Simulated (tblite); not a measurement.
Parent: `[F:1][CH:2]([F:3])[C:4]1=[CH:5][CH:6]=[CH:7][CH2:8][SiH+:9]1` (charge +1) with F1–C2–C4–C5 -161°, [C6H7F2Si]+.

The geometries are computed with GFN2-xTB (gas phase). One conformer each, not checked by frequencies here.

```
coordinate of the parent    value
                   F1–C2  1.361 Å
                   C2–F3  1.349 Å
                   C2–C4  1.509 Å
                   C4=C5  1.359 Å
                   C5–C6  1.434 Å
                   C6=C7  1.344 Å
                   C7–C8  1.498 Å
                  C8–Si9  1.891 Å
                  C4–Si9  1.850 Å
                F1–C2–F3   106.2°
                F1–C2–C4   107.3°
                F3–C2–C4   109.9°
                C2–C4–C5   122.4°
               C2–C4–Si9   116.4°
               C5–C4–Si9   121.0°
                C4–C5–C6   125.6°
                C5–C6–C7   126.4°
                C6–C7–C8   127.4°
               C7–C8–Si9   114.7°
               C4–Si9–C8   104.8°
```

**Question.** How does the shared frame change in `[F:1][SiH:2]([F:3])[C:4]1=[CH:5][CH:6]=[CH:7][CH2:8][SiH+:9]1` (charge +1) with F1–Si2–C4–C5 127°, [C5H7F2Si2]+? Atoms pair as C4 = C4, C5 = C5, C6 = C6, C7 = C7, C8 = C8, Si9 = Si9 (parent first).

**Answer.** 
```csv
parent,relative,value in the relative,change
C4=C5,C4=C5,1.365 Å,+0.006
C5–C6,C5–C6,1.436 Å,+0.002
C6=C7,C6=C7,1.344 Å,0.000
C7–C8,C7–C8,1.496 Å,-0.002
C8–Si9,C8–Si9,1.890 Å,-0.001
C4–Si9,C4–Si9,1.847 Å,-0.003
C5–C4–Si9,C5–C4–Si9,117.3°,-3.7
C4–C5–C6,C4–C5–C6,127.5°,+1.9
C5–C6–C7,C5–C6–C7,126.9°,+0.5
C6–C7–C8,C6–C7–C8,126.9°,-0.5
C7–C8–Si9,C7–C8–Si9,113.5°,-1.2
C4–Si9–C8,C4–Si9–C8,107.8°,+3.0
```

Of the parent's bonds, C4–C5 changes most (+0.006 Å). Bonds of the relative outside the shared frame: F1–Si2 1.594, Si2–F3 1.594, Si2–C4 1.910 Å. Point group C1 → Cs.
